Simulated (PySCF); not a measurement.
Radial density of Pd (palladium, neutral)

UHF, [Kr] 4d10, closed-shell 1S. All numbers are calculated (PySCF 2.14, the spin-free X2C one-electron Hamiltonian (Gaussian nucleus), in x2c-TZVPall (8s6p6d1f, 63 functions)).

```csv
r (bohr),4πr²ρ (e/bohr)
0.0328,53.70
0.0551,53.18
0.0927,73.61
0.156,54.65
0.262,56.71
0.441,36.29
0.742,15.75
1.25,12.99
2.10,3.025
3.53,0.3614
5.94,0.01109
9.99,2.713e-05
```

Densities and radii are taken from the X2C orbitals without a picture-change correction, which distorts them close to the nucleus.
